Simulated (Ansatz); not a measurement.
```yaml
crystal:
  periodic: [false, false, false]
  atoms:
    - {symbol: Br, position_ang: [-0.021437, -0.056666, 0.020855]}
    - {symbol: I, position_ang: [-0.057123, 0.011568, 2.409968]}
basis:
  gaussian: {orbitals: def2-mTZVPP}
hamiltonian: {xc: {name: B97}}
accuracy: high
relax: {f_tol: 0.0001, max_steps: 3}
```

```sh
$ ansatz run in.yaml --threads 4 --pin off --events-out ev --progress --plain --max-ram 10444MiB
```

Output, abridged:

```
Functional definition: B97
1181 factors; integrals over basis functions are off by at most 2.9e-9 eV
mean field evaluation 1: about -78142.2725 eV, gradient 6.7e0 eV
mean field evaluation 2: about -78142.2938 eV, gradient 4.7e0 eV
mean field evaluation 4: about -78142.3702 eV, gradient 3.3e-1 eV
mean field evaluation 8: about -78142.4112 eV, gradient 4.0e-2 eV
mean field evaluation 16: about -78142.4112 eV, gradient 2.9e-7 eV
mean field -78142.41124771 eV, -2871.6806465246 hartree, gradient 1.2e-8 eV, S^2 0.000000; 0 other end points of the search recorded, 0 dependent functions left out
reference -78142.41124900 eV, -2871.6806465720 hartree; 30, 30 occupied and 42, 42 virtual orbitals, 1181 factors
relax step   1: F+E_penalty+E_count = -78142.41124771 eV  Δ(F+E_penalty+E_count) = +0.000e0 eV  max|allowed force component| = 1.959e0 eV/Å  Δτ_max = 0.0000 Å  (29 SCF iters, accepted)
1181 factors; integrals over basis functions are off by at most 3.6e-9 eV
mean field -78142.48444123 eV, -2871.6833363369 hartree, gradient 1.2e-8 eV, S^2 0.000000; 0 other end points of the search recorded, 0 dependent functions left out
reference -78142.48444254 eV, -2871.6833363850 hartree; 30, 30 occupied and 42, 42 virtual orbitals, 1181 factors
relax step   2: F+E_penalty+E_count = -78142.48444123 eV  Δ(F+E_penalty+E_count) = -7.319e-2 eV  max|allowed force component| = 8.593e-1 eV/Å  Δτ_max = 0.1030 Å  (39 SCF iters, accepted)
1181 factors; integrals over basis functions are off by at most 3.2e-9 eV
mean field -78142.52022358 eV, -2871.6846513139 hartree, gradient 2.8e-8 eV, S^2 0.000000; 0 other end points of the search recorded, 0 dependent functions left out
reference -78142.52022488 eV, -2871.6846513617 hartree; 30, 30 occupied and 42, 42 virtual orbitals, 1181 factors
relax step   3: F+E_penalty+E_count = -78142.52022358 eV  Δ(F+E_penalty+E_count) = -3.578e-2 eV  max|allowed force component| = 2.235e-1 eV/Å  Δτ_max = 0.0502 Å  (39 SCF iters, accepted)
Error: geometry relaxation did not converge after 3 steps: max|allowed force component| = 2.23e-1 eV/Å (threshold 1.0e-4). Raise `relax.max_steps` over both its present limit and 3, loosen `relax.f_tol`, or start from a geometry closer to equilibrium. Where this run's directory can be resumed (`checkpoint.write`), a resume goes on for up to `relax.max_steps` more
```

Question: What is wrong with this run?

Answer: The relaxation is allowed too few steps for its threshold. No converged result was reached.
